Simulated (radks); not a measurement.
The numbers below are computed, except where a source is named.
Valence configurations of Co III (all share [Ar]). Code: a radial shooting solver on a logarithmic mesh with Libxc functionals. Model: Dirac Kohn-Sham, PBEsol, spin-unpolarised, spherical densities, finite nucleus; open shells are shared between the two j in proportion to 2j + 1; Fermi nuclear charge, rms radius 3.7875 fm. Energies are relative to 3d7; eigenvalues in eV.

[
 {"valence": "3d7", "E (eV)": "0.000", "e(3d3/2)": "-27.153", "e(3d5/2)": "-26.955", "e(4p1/2)": "-", "e(4p3/2)": "-", "e(4s1/2)": "-"},
 {"valence": "3d6 4p1", "E (eV)": "15.054", "e(3d3/2)": "-34.913", "e(3d5/2)": "-34.694", "e(4p1/2)": "-17.180", "e(4p3/2)": "-17.019", "e(4s1/2)": "-"},
 {"valence": "3d6 4s1", "E (eV)": "8.256", "e(3d3/2)": "-33.590", "e(3d5/2)": "-33.372", "e(4p1/2)": "-", "e(4p3/2)": "-", "e(4s1/2)": "-23.112"},
 {"valence": "3d5 4p2", "E (eV)": "35.742", "e(3d3/2)": "-43.359", "e(3d5/2)": "-43.120", "e(4p1/2)": "-19.528", "e(4p3/2)": "-19.336", "e(4s1/2)": "-"},
 {"valence": "3d5.5 4p1.5", "E (eV)": "24.634", "e(3d3/2)": "-39.057", "e(3d5/2)": "-38.828", "e(4p1/2)": "-18.386", "e(4p3/2)": "-18.210", "e(4s1/2)": "-"},
 {"valence": "3d5 4s2", "E (eV)": "20.982", "e(3d3/2)": "-40.842", "e(3d5/2)": "-40.604", "e(4p1/2)": "-", "e(4p3/2)": "-", "e(4s1/2)": "-25.450"},
 {"valence": "3d5 4s1 4p1", "E (eV)": "28.330", "e(3d3/2)": "-42.118", "e(3d5/2)": "-41.880", "e(4p1/2)": "-18.915", "e(4p3/2)": "-18.726", "e(4s1/2)": "-26.170"},
 {"valence": "3d4.5 4p2.5", "E (eV)": "48.482", "e(3d3/2)": "-47.810", "e(3d5/2)": "-47.560", "e(4p1/2)": "-20.624", "e(4p3/2)": "-20.415", "e(4s1/2)": "-"},
 {"valence": "3d6.5 4s0.5", "E (eV)": "3.622", "e(3d3/2)": "-30.263", "e(3d5/2)": "-30.055", "e(4p1/2)": "-", "e(4p3/2)": "-", "e(4s1/2)": "-21.916"},
 {"valence": "3d6.5 4p0.5", "E (eV)": "6.883", "e(3d3/2)": "-30.938", "e(3d5/2)": "-30.729", "e(4p1/2)": "-15.894", "e(4p3/2)": "-15.746", "e(4s1/2)": "-"}
]

NIST lists [Ar] 3d7 as the ground configuration; this level of theory agrees among the configurations tried. The energies are those of spherical spin-averaged densities, not of single terms.
